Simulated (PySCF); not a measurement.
**Dipole response of Cl(2+) (chlorine, charge +2)**

[Ne] 3s2 3p3, high-spin 4S determinant. Computed with PySCF 2.14 in aug-cc-pCVQZ-DK, with scalar relativity by spin-free X2C-1e. Coupled (time-dependent) response in atomic units; α is the mean over directions.

| method | mean α (bohr³) | C₆ (like pair) | S(−4) |
| --- | --- | --- | --- |
| UHF | 5.944 | 21.16 | 11.19 |
| PBE | 5.849 | 20.83 | 9.998 |
| PBE0 | 5.838 | 20.76 | 10.06 |
| BP86 | 5.852 | 20.85 | 9.987 |

S(−4) is the Cauchy moment in α(ω) = α(0) + S(−4) ω² + …

α(iu) at UHF:

```json
{"u (hartree)": "0", "α(iu) (bohr³)": "5.944"}
{"u (hartree)": "0.0500", "α(iu) (bohr³)": "5.916"}
{"u (hartree)": "0.100", "α(iu) (bohr³)": "5.835"}
{"u (hartree)": "0.200", "α(iu) (bohr³)": "5.541"}
{"u (hartree)": "0.300", "α(iu) (bohr³)": "5.128"}
{"u (hartree)": "0.500", "α(iu) (bohr³)": "4.186"}
{"u (hartree)": "0.750", "α(iu) (bohr³)": "3.123"}
{"u (hartree)": "1.00", "α(iu) (bohr³)": "2.327"}
{"u (hartree)": "1.50", "α(iu) (bohr³)": "1.378"}
{"u (hartree)": "2.00", "α(iu) (bohr³)": "0.8991"}
{"u (hartree)": "3.00", "α(iu) (bohr³)": "0.4756"}
{"u (hartree)": "5.00", "α(iu) (bohr³)": "0.2131"}
```

A single London oscillator, α(iu) = α/(1 + u²/ω²), gives C₆ = (3/4) ω α². Matching the computed C₆ needs ω = 4 × 21.16 / (3 × 5.944²) = 0.799 hartree.

For an ion, C₆ is the dispersion term alone; charge-induced terms of lower order in 1/R come first.
